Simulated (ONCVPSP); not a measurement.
# Before and after: ONCV potential for Pt (Z = 78)

| Item | Value |
| --- | --- |
| Element | platinum |
| Generator | ONCVPSP 4.0.1 |
| Type | optimised norm-conserving Vanderbilt (ONCV) |
| Functional | LDA (Perdew-Zunger) |
| Relativity | scalar-relativistic |
| Frozen core | [Kr] 4d10 4f14 |
| Valence charge | 18 |
| Reference configuration | 5s2 5p6 5d9 6s1 |
| Partial waves | 5s+6s: rc 1.55 bohr, ncon 4, nbas 7, qcut 9.6 1/bohr, 2 projectors; 5p: rc 1.90 bohr, ncon 4, nbas 7, qcut 8.1 1/bohr, 3 projectors, debl 3 Ha; 5d: rc 1.55 bohr, ncon 4, nbas 9, qcut 11.8 1/bohr, local |
| Local potential | the d channel |
| Core correction | Teter function fitted to the true core (icmod 2), fcfact 0.35 |

All-electron outer shells of the reference configuration (LDA (Perdew-Zunger), scalar-relativistic, ld1.x):

```tsv
shell	level (eV)	outermost node (bohr)	outermost maximum (bohr)
5s	-102.20	0.49	0.87
4f	-70.51	–	0.38
5p	-56.29	0.53	0.98
5d	-6.38	0.57	1.26
6s	-5.97	1.14	2.38
```

Change: s: qcut 11.1.

Cutoffs: the cutoffs (Ha) at which the residual kinetic energy of the hardest occupied pseudo-wave falls to 1 and 0.1 mHa per electron; they do not see the model core or the augmentation charge, which bear on the density cutoff. Errors are all-electron minus pseudo energies relative to the spin-unpolarised reference configuration.

**Question.** How do hardness, ghosts and transferability respond?

**Answer.** The potential gets harder (29 Ha and 36 Ha → 33 Ha and 39 Ha); the errors of the 4 common tests hardly move; neither file shows a bound ghost. The waves are optimised to have the least kinetic energy above qcut, so the cutoff follows it (qcut²/2 in Ha).

| quantity | base | changed |
| --- | --- | --- |
| cutoff, loose | 29 Ha | 33 Ha |
| cutoff, tight | 36 Ha | 39 Ha |
| loose cutoff by channel | s 29 Ha, p 16 Ha, d 19 Ha | s 33 Ha, p 16 Ha, d 19 Ha |
| bound ghosts | none | none |
| GHOST(+) flags under 300 eV | none | none |
| error for 5s2 5p6 5d9 6s0, meV [ΔE 9.54 eV] | -4.2 | -3.8 |
| error for 5s2 5p6 5d8 6s0, meV [ΔE 29.80 eV] | -4.5 | -4.4 |
| error for 5s2 5p6 5d7 6s0, meV [ΔE 62.32 eV] | -5.7 | -5.7 |
| error for 5s2 5p5 5d9 6s1, meV [ΔE 62.44 eV] | -189 | -190 |
| s: phases at 1.58 bohr within 0.05 rad from the reference energy up to (Ha; the scan ends near 5) | to the end of the scan | to the end of the scan |
| p: phases at 1.93 bohr within 0.05 rad from the reference energy up to (Ha; the scan ends near 5) | to the end of the scan | to the end of the scan |
| d: phases at 1.58 bohr within 0.05 rad from the reference energy up to (Ha; the scan ends near 5) | 4.1 | 4.1 |
| rms error of d²Exc/dni dnj with the model core, mHa | 0.53 | 0.77 |
